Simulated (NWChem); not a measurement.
Molecule: GaSiH5O; SMILES [SiH3][O][GaH2]

```xyz
8

Ga     0.0499    -1.2153    -0.0166
H     -1.4793    -1.4514    -0.2434
H      1.2098    -2.2443     0.1396
O      0.5765     0.4885     0.0821
Si     0.0373     2.0492     0.0250
H      0.3500     2.7466     1.3098
H     -1.4450     2.1112    -0.1953
H      0.7085     2.7824    -1.0916
```
Atoms are numbered in this order, from 1.

Results from NWChem. The geometry was optimised at PBE0/def2-SVP. Level: PBE0/aug-cc-pVDZ; the question gives the wavelength of the field.

What does the run give for field static? Quantities: isotropic polarisability (bohr³); anisotropy (bohr³).


```
Quantity                          Value
--------------------------------  -----
isotropic polarisability (bohr³)   61.2
anisotropy (bohr³)                 18.8
```
